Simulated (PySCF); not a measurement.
Computed shifts of a molecule C₂H₆BFN₂, PBE/pcSseg-1 (PySCF), GIAO, gas phase, equivalent atoms averaged, in ppm (number of nuclei): ¹³C: 183.3 (1), 103.3 (1). ¹⁹F: -123.5 (1). ¹⁵N: 71.1 (1), 63.3 (1). ¹H: 5.42 (1), 4.97 (1), 3.17 (1), 2.51 (1), 2.29 (1), 2.17 (1). References: ¹³C against TMS (σ = 182.0 ppm); ¹⁹F against CFCl3 (σ = 133.6 ppm); ¹¹B against BF3 (σ = 83.9 ppm); ¹⁵N against NH3 (σ = 267.0 ppm); ¹H against TMS (σ = 31.49 ppm), references at their B3LYP-D3(BJ)/def2-TZVP geometries, non-relativistic. Coordinates come from a r2SCAN-D4/def2-SVP optimisation. The values are those of a single conformer.

Q: Which molecule gave these data?
A) C/N=C/B(N)F
B) C/C=N/B(N)F
C) NB(N)/C=C\F
D) C=C(F)B(N)N

A: D, C=C(F)B(N)N
